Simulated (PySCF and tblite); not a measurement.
Results of a calculation; reference values are marked as such.
C5H5FO2, numbered as in [CH2:1]=[CH:2][C@:3]1([F:4])[O:5][CH2:6][C:7]1=[O:8]. Level: PBE0-D3(BJ)/def2-SVP (IEF-PCM, water)//GFN2-xTB, thermal terms from GFN2-xTB, symmetry numbers and mirror pairs counted. Conformers within 3 kcal/mol (GFN2-xTB free energy) were kept, 10 at most. GIAO shieldings: WP04/pcSseg-1 (IEF-PCM, water). Shifts are against TMS (¹H), TMS (¹³C) at the same level; of two unlike H on one atom, a is the less shielded. Codes: tblite and PySCF.

Torsions listed: C1–C2–C3–F4. The 4-ring runs over atoms 3–5–6–7.

```csv
conformer,shape,point group,mirror pair,ΔE(DFT),Δ(G−E) at 298.15 K,δ H1a (ppm)
1,4-ring flat; 138°,C1,no,0.00,0.00,6.15
2,4-ring flat; -23°,C1,no,0.61,-0.05,5.98
```

Energies in kcal/mol; the thermal term leaves out symmetry numbers and mirror images.

Problem. Work out the weights at 298.15 K and the ¹H shift of H1a under fast exchange.

Solution. RT = 0.592 kcal/mol. Each conformer gets RT ln(σ/g), with σ the rotational symmetry number and g = 2 for a mirror pair: 1: σ = 1, g = 1, G = 0.00 + 0.00 + 0.00 = 0.00, 0.00 above the lowest, exp(−ΔG/RT) = 1.000; 2: σ = 1, g = 1, G = 0.61 − 0.05 + 0.00 = 0.56, 0.56 above the lowest, exp(−ΔG/RT) = 0.388. The sum is 1.388, so the weights are 72.0, 28.0 %. The averaged shift is 6.10 ppm. At 298.15 K the leading conformer alone gives 6.15 ppm and bare DFT energies give 6.10 ppm.


Conformer gaps in def2-SVP on xTB geometries can be 2 kcal/mol too large for S=O, P=O and other polar bonds.